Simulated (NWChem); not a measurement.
System: C2H7BeNS; SMILES [Be]([N](C)C)[SH]

NWChem input:

```
start job
memory heap 200 mb stack 900 mb global 1100 mb
geometry units angstroms
  Be    -0.166536     0.274403     0.097703
  N      0.553798    -0.981816    -0.312851
  C      1.736738    -1.510552     0.336487
  C      0.157960    -1.845931    -1.406712
  H      1.540170    -2.511669     0.736176
  H      2.565400    -1.583144    -0.376272
  H      2.033960    -0.859155     1.153307
  H      0.963433    -1.923448    -2.145075
  H     -0.066945    -2.853067    -1.038310
  H     -0.726207    -1.445494    -1.894314
  S     -1.042673     1.913872     0.576454
  H     -1.921278     1.477987     1.455922
end
basis spherical
  * library def2-svp
end
dft
  xc pbe0
  iterations 150
end
driver
  maxiter 120
end
task dft optimize
task dft freq
```

The level has its own optimisation; frequencies are unscaled.

Give the results of this calculation. (PBE0/def2-SVP.) Quantities: r Be–N (Å); r Be–S (Å); r C–N (Å); r H–S (Å); highest harmonic frequency (cm⁻¹); lowest (cm⁻¹); zero-point energy (kcal/mol); dipole (D).


```json
{
  "r Be–N (Å)": "1.503",
  "r Be–S (Å)": "1.908",
  "r C–N (Å)": "1.443",
  "r H–S (Å)": "1.353",
  "highest harmonic frequency (cm⁻¹)": "3128",
  "lowest (cm⁻¹)": "97",
  "zero-point energy (kcal/mol)": "58.8",
  "dipole (D)": "2.05"
}
```
